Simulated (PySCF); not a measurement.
M06 on S⁻ (sulfur, charge -1), [Ne] 3s2 3p5, 2P determinant. Calculation: PySCF 2.14, in aug-cc-pV(Q+d)Z with one added diffuse shell each of s, p, d, f, g type (8s7p6d4f3g, 114 functions); the non-relativistic Hamiltonian (point nucleus).

```
cycle= 1 E= -398.180689857393  delta_E= -0.00828  |g|= 0.0299  |ddm|=  1.1
cycle= 2 E= -398.18071645111  delta_E= -2.66e-05  |g|= 0.0224  |ddm|= 0.378
cycle= 3 E= -398.181031945876  delta_E= -0.000315  |g|= 0.0101  |ddm|= 0.0969
cycle= 4 E= -398.181101600964  delta_E= -6.97e-05  |g|= 0.000816  |ddm|= 0.0401
cycle= 5 E= -398.181102037987  delta_E= -4.37e-07  |g|= 0.000125  |ddm|= 0.00936
cycle= 6 E= -398.181102063916  delta_E= -2.59e-08  |g|= 2.93e-05  |ddm|= 0.00135
cycle= 7 E= -398.181102064975  delta_E= -1.06e-09  |g|= 3.63e-06  |ddm|= 0.000177
cycle= 8 E= -398.18110206501  delta_E= -3.5e-11  |g|= 1.71e-06  |ddm|= 4.29e-05
converged SCF energy = -398.18110206501  <S^2> = 0.75847888  2S+1 = 2.008461
```

Highest occupied orbital energy: 0.262 eV; ⟨L²⟩ = 2.02; populations by l: s 6.00, p 11.00, d 0.00, f 0.00.

**Question.** Can this result be used?

**Answer.** With care. Self-consistency was reached. At M06 the highest occupied level has a positive energy, so only the finite basis holds that electron; in a semilocal or global hybrid functional this comes from self-interaction and does not mean that the real anion is unbound.
